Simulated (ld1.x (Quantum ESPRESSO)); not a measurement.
# Kr: from the effect back to the setting (TM)

Base potential:

- Element: Kr (Z = 36)
- Generator: ld1.x (Quantum ESPRESSO) 7.5
- Type: norm-conserving Troullier–Martins (Kleinman–Bylander form)
- Functional: LDA (PZ)
- Relativity: scalar-relativistic
- Frozen core: [Ar] 3d10
- Valence charge: 8
- Reference configuration: 4s2 4p4 (charge +2)
- Partial waves: 4s (bound): rc 0.95 bohr; 4p (bound): rc 1.30 bohr; 4d channel at 0.1 Ry: rc 1.40 bohr
- Local potential: the d channel
- Core correction: none

Cutoffs, loose and tight: the cutoffs (Ry, on a coarse ladder) from which the occupation-weighted sum of valence levels, in a spherical-Bessel basis at the reference potential, stays within 10 and 1 mRy of its value at 400 Ry. They do not see the model core or the augmentation charge, which bear on the density cutoff. Test errors are all-electron minus pseudo excitation energies from the reference, over the configurations 4s2 4p6; 4s2 4p5; 4s2 4p3; 4s1 4p6; 4s2 4p5.5; 4s2 4p2 (two spin-polarised tests are not counted in the largest error); variants that change the core or the reference have their own tests. The largest error is taken over the tests solved by every variant that gives reliable tests at all, those not shown here included: 4s1 4p6; 4s2 4p5; 4s2 4p5.5; 4s2 4p6.

Only the scale of all radii (base = 1) is moved (1 further runs of the sweep failed or gave no value and are left out):

```csv
scale of all radii (base = 1),"cutoff, loose","cutoff, tight",bound ghosts,largest test error (meV),median size of the test errors
0.9,over 300 Ry,over 300 Ry,s,+60,28.3 meV
1.04,140 Ry,over 300 Ry,none,+26,14.8 meV
1.11,120 Ry,230 Ry,none,+13,8.9 meV
1.35,50 Ry,100 Ry,none,+3.9,3.5 meV
```

Q: One more run gave cutoff, loose: 55 Ry; cutoff, tight: 110 Ry; bound ghosts: none; largest test error (meV): +4.9; median size of the test errors: 4.0 meV. Which value of the scale of all radii (base = 1) was used?

A: 1.25. The median size of the test errors moves one way along this sweep, from 28.3 meV at 0.9 to 3.5 meV at 1.35, which places the run between 1.11 and 1.35.
